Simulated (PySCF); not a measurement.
C7H11NSi2.
SMILES with atom numbers: `[CH3:1][C:2]1=[CH:3][SiH2:4][CH2:5][CH:6]=[CH:7][Si@H:8]1[C:9]#[N:10]`

Definitions: NICS(0) = −σiso at the ring centroid; NICS(1) = −σiso and NICS(1)zz = −σzz at ±1 Å along the ring normal z. Level: GIAO PBE0/pcSseg-1 (PySCF, non-relativistic, gas phase) on the GFN2-xTB geometry, one conformer.

Ring bond lengths (Å), with Mayer bond orders in brackets: C2–C3 1.336 (1.92), C3–Si4 1.878 (0.91), Si4–C5 1.914 (0.87), C5–C6 1.482 (1.05), C6–C7 1.331 (1.90), C7–Si8 1.872 (0.92), Si8–C2 1.899 (0.82).

Task: What do the NICS probes read (ppm)?

Result: 
| ring | type | NICS(0) | NICS(1), two faces | NICS(1)zz, two faces | rms pucker (Å) | centre to ring atoms, mean (Å) |
| --- | --- | --- | --- | --- | --- | --- |
| C2–C3–Si4–C5–C6–C7–Si8 | 7-membered ring with 2 Si; formal bonds 2 double, 5 single | -0.1 | -1.1 / -1.7 | 6.4 / 3.9 | 0.36 | 1.84 |

Task: What do they say, and how far can they be read as aromaticity?

Result: 
- C2–C3–Si4–C5–C6–C7–Si8: mean NICS(1)zz 5.1 ppm, deshielded. Si4, C5, Si8 have four or more neighbours; no verdict on aromaticity is drawn.

Task: What field does 7.05 T along the ring normal induce along that normal at the second NICS(1) probe listed for ring C2–C3–Si4–C5–C6–C7–Si8, 1 Å off the ring?

Result: NICSzz × B0 = 3.9 ppm × 7.05 T = 27 μT, along the applied field.

Task: How shielded are the nuclei of the rings and their hydrogens (means over atoms taken as equivalent)?

Result: 
| atoms | environment | σ isotropic (ppm) | principal values of the symmetric part, first atom (ppm) |
| --- | --- | --- | --- |
| C2 | fully substituted alkene carbon | 23.4 | -89.7, -8.8, 168.6 |
| C3 | alkene CH carbon | 41.7 | -62.4, 41.4, 146.2 |
| Si4 | SiH2 silicon | 415.8 | 397.8, 409.5, 440.2 |
| C5 | sp3 carbon bound to silicon | 166.6 | 150.0, 159.8, 190.1 |
| C6 | alkene CH carbon | 24.3 | -103.5, 17.2, 159.3 |
| C7 | alkene CH carbon | 60.9 | -47.4, 74.8, 155.2 |
| Si8 | SiH silicon | 411.2 | 365.8, 418.2, 449.5 |
| H on C3 | vinylic hydrogen | 24.90 | 23.2, 23.8, 27.7 |
| H on Si4 | Si–H hydrogen | 27.31 | 24.3, 25.4, 32.3 |
| H on Si4 | Si–H hydrogen | 27.33 | 23.9, 25.2, 32.8 |
| H on C5 | methylene hydrogen | 29.48 | 26.2, 29.5, 32.8 |
| H on C5 | methylene hydrogen | 29.86 | 25.4, 27.5, 36.7 |
| H on C6 | vinylic hydrogen | 24.32 | 22.1, 24.2, 26.7 |
| H on C7 | vinylic hydrogen | 25.60 | 23.4, 25.1, 28.3 |

The list is cut; further classes of hydrogen are left out.

Time: 61 s wall; peak memory 1.1 GiB. Hardware: one thread of an Arm Neoverse V1, no GPU, shared host. This is the whole shielding run at PBE0/pcSseg-1, SCF included.
